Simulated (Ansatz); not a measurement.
Start from `N[SiH2][SiH](O)O` and change one atom or group to get `O[SiH](O)[SiH2]F`.

Ansatz, PBE0-D4/def2-TZVP geometries, multiplicity 1. Each molecule was computed in one conformer, which needn't be the lowest.

```
                                          property  `N[SiH2][SiH](O)O`
                 LUMO energy (PBE/def2-TZVPP) / eV               -1.15
             LUMO energy (ωB97M-V/def2-TZVPP) / eV                1.32
size of the dipole moment (ωB97M-V/def2-TZVPP) / D                1.75
              HOMO–LUMO gap (PBE0/def2-TZVPP) / eV                6.95
             HOMO–LUMO gap (B3LYP/def2-TZVPP) / eV                6.52
    zero-point energy (PBE0-D4/def2-TZVP) / kJ/mol               213.8
```

Question: Give the same properties after the change, and the shifts. (An estimate is asked.)

Answer: Ansatz gave: 
| property | `O[SiH](O)[SiH2]F` | shift |
| --- | --- | --- |
| LUMO energy (PBE/def2-TZVPP) / eV | -1.71 | -0.56 |
| LUMO energy (ωB97M-V/def2-TZVPP) / eV | 0.89 | -0.43 |
| size of the dipole moment (ωB97M-V/def2-TZVPP) / D | 1.33 | -0.42 |
| HOMO–LUMO gap (PBE0/def2-TZVPP) / eV | 7.12 | 0.17 |
| HOMO–LUMO gap (B3LYP/def2-TZVPP) / eV | 6.73 | 0.21 |
| zero-point energy (PBE0-D4/def2-TZVP) / kJ/mol | 152.1 | -61.7 |

With PBE0 the HOMO falls by 0.72 eV and the LUMO falls by 0.55 eV, so the gap widens by about 0.17 eV. PBE moves the HOMO by -0.76 eV and ωB97M-V by -0.62 eV. The zero-point energy changes by -61.7 kJ/mol with -6 modes. Dipoles are sizes alone; their direction can turn.

Positive LUMOs are unbound, so they and the gaps depend on the basis.

B3LYP here is the variant with VWN-RPA as its local correlation; programs differ in this.
